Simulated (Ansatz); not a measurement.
Sn₂₂H₂₈, a nanocrystal cut from cubic tin. Total charge 0; singlet. Geometry PBE-D4/def2-SVP.

Cartesian coordinates in Å:
```
Sn -4.8892 -0.8500 -0.4149
Sn -2.1583 -4.4111 0.8279
Sn -4.3735 3.2553 1.5871
Sn -3.1404 2.6580 -2.8036
Sn -0.4127 -0.8556 -1.5556
Sn 1.3558 2.6555 -3.9875
Sn 0.1122 3.2222 0.4211
Sn 4.0479 -0.8546 -2.7672
Sn -1.6267 -0.2759 2.7992
Sn 1.0686 -3.8364 4.0500
Sn 2.7971 -0.2773 1.6360
Sn 2.2757 -4.4113 -0.3525
Sn 4.5910 3.2509 -0.7735
Sn -5.0101 1.9376 -0.8200
Sn -2.2970 -1.6197 0.4076
Sn 0.4336 -5.1611 1.6463
Sn -1.7738 2.5165 2.4014
Sn -0.5274 1.9320 -2.0085
Sn 2.1946 -1.6183 -0.7751
Sn 3.9594 1.9329 -3.1819
Sn 2.7283 2.5140 1.2149
Sn 0.9584 -1.0467 3.6362
H -6.0448 -1.3307 0.7927
H -5.3085 -1.6886 -1.8794
H -2.5861 -5.2422 -0.6382
H -3.3266 -4.8714 2.0311
H -5.5255 2.8367 2.8198
H -4.4616 4.9773 1.3659
H -3.5288 1.8755 -4.3070
H -3.2027 4.3717 -3.0930
H -0.8079 -1.6752 -3.0460
H 0.9531 1.8713 -5.4862
H 1.2651 4.3688 -4.2719
H 0.0493 4.9468 0.1572
H 3.6917 -1.6941 -4.2477
H 5.6471 -1.3367 -2.2832
H -2.7812 -0.7360 4.0250
H -0.0482 -4.3001 5.2987
H 2.6570 -4.2981 4.5844
H 4.4069 -0.7385 2.1297
H 1.9128 -5.2346 -1.8404
H 3.8849 -4.8834 0.1081
H 4.5604 4.9728 -1.0093
H 6.2007 2.8298 -0.2701
H -6.6168 2.3895 -1.3290
H 0.4981 -6.8877 1.8920
H -1.3647 3.3263 3.8926
H 5.1083 2.3825 -4.4161
H 3.1075 3.3238 2.7141
H 1.3468 -0.2121 5.1190
```

In the def2 sets Sn takes a core potential; there is no spin–orbit coupling. Single mean-field runs in def2-SVP, def2-TZVP are fitted with def2-universal-jkfit.

Problem. Estimate the orbital energies around the gap (eV) in Ansatz with PBE-D4/def2-TZVP, r2SCAN-D4/def2-TZVP, PBE0-D4/def2-SVP, PBE0-D4/def2-TZVP, BHLYP-D4/def2-TZVP.

Solution. 
| orbital | PBE-D4/def2-TZVP | r2SCAN-D4/def2-TZVP | PBE0-D4/def2-SVP | PBE0-D4/def2-TZVP | BHLYP-D4/def2-TZVP |
| --- | --- | --- | --- | --- | --- |
| HOMO−9 | -6.32 | -6.55 | -7.13 | -7.16 | -7.86 |
| HOMO−8 | -6.31 | -6.54 | -7.12 | -7.14 | -7.84 |
| HOMO−7 | -6.20 | -6.42 | -7.01 | -7.04 | -7.79 |
| HOMO−6 | -6.20 | -6.42 | -7.01 | -7.03 | -7.73 |
| HOMO−5 | -6.18 | -6.41 | -7.00 | -7.03 | -7.73 |
| HOMO−4 | -5.98 | -6.19 | -6.75 | -6.77 | -7.43 |
| HOMO−3 | -5.98 | -6.19 | -6.75 | -6.77 | -7.43 |
| HOMO−2 | -5.82 | -6.02 | -6.56 | -6.58 | -7.26 |
| HOMO−1 | -5.80 | -6.00 | -6.55 | -6.58 | -7.26 |
| HOMO | -5.80 | -6.00 | -6.55 | -6.58 | -7.21 |
| LUMO | -3.06 | -2.90 | -2.27 | -2.35 | -1.59 |
| LUMO+1 | -2.86 | -2.72 | -2.10 | -2.18 | -1.43 |
| LUMO+2 | -2.76 | -2.62 | -2.00 | -2.08 | -1.32 |
| LUMO+3 | -2.76 | -2.62 | -2.00 | -2.08 | -1.31 |
| LUMO+4 | -2.57 | -2.42 | -1.80 | -1.89 | -1.12 |
| LUMO+5 | -2.35 | -2.24 | -1.66 | -1.74 | -0.99 |
